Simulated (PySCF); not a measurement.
Te(SiMe3)(GeH3), SMILES C[Si](C)(C)[Te][GeH3], GFN2-xTB optimised geometry. Atoms within 1.6 Å of the plane z = 0.8 Å (x, y, z in Å): Te1 (-0.27, -1.37, 0.00), Si2 (-0.38, 1.17, 0.00), C3 (-2.18, 1.63, 0.41), C5 (0.81, 1.89, 1.30), H6 (-2.32, 2.71, 0.39), H7 (-2.87, 1.19, -0.31), H8 (-2.47, 1.28, 1.40), H12 (1.84, 1.61, 1.07), H13 (0.59, 1.51, 2.30), H14 (0.76, 2.97, 1.34), Ge15 (2.22, -1.37, 0.00), H16 (2.76, -2.71, -0.41), H18 (2.88, -1.09, 1.33).

Method: CAM-B3LYP/def2-SVP, def2 effective core potentials past Kr (PySCF 2.14.0). The core electrons that the potentials of Te replace are not part of the density.

Map of the Laplacian of the electron density (e/bohr⁵), clipped to [-1.50, 1.50] on the plane z = 0.8 Å:

```
|:::::::::::::::::::::::::::::|
|:::::::::::::::::::::::::::::|
|:::::::::::::::::::::::::::::|
|:::::::::::::::::::::::::::::|
|:::::::--::::::----::::::::::|
|::::::-----:::------:::::::::|
|:::::-------:--------::::::::|
|:::::--::------------::::::::|
|::::----:------::-----:::::::|
|::::---.+----::. ::.--:::::::|
|::::--- .:----:.:-:.--:::::::|
|::::---::-----::------:::::::|
|::::----------:------::::::::|
|:::::----------------::::::::|
|::::::::----------------:::::|
|::::::::::---------------::::|
|:::::::::------------::---:::|
|:::::::::---=#+-----=-:---:::|
|:::::::::---+@#-----*=:---:::|
|:::::::::----+=-----=----::::|
|::::::::::---------------::::|
|::::::::::--------------:::::|
|::::::::::::----:::-----:::::|
|:::::::::::::::::::::::::::::|
|:::::::::::::::::::::::::::::|
|:::::::::::::::::::::::::::::|
|:::::::::::::::::::::::::::::|
|:::::::::::::::::::::::::::::|
|:::::::::::::::::::::::::::::|
```
Scale: ten equal steps from -0.623 (start of ' ') to 1.50 (end of '@'), in the order ' .:-=+*#%@'; x runs from -5.00 to 5.00, y from -5.00 (bottom) to 5.00 (top).
